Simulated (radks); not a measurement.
Values are calculated unless marked as measured or tabulated.
Problem. These are the eigenvalues of the occupied orbitals of an atom or ion with whole-number occupations (hartree). Level of theory: Dirac Kohn-Sham, BP86, spin-unpolarised, spherical densities, point nucleus (a radial shooting solver on a logarithmic mesh with Libxc functionals).

orbital  eigenvalue
1s1/2     -524.1074

Which element is it, and in what charge state? The configuration may be excited. Open shells, if any, fill j = l - 1/2 first.

Solution. Z = 33, arsenic, charge +31: As31+ in [He]. The 1s level, -524.11 hartree, gives Z - s = 32.4 by -(Z - s)^2/2, which with screening and relativity narrows Z to a few neighbours, and the depths must fix Z and the occupations together.
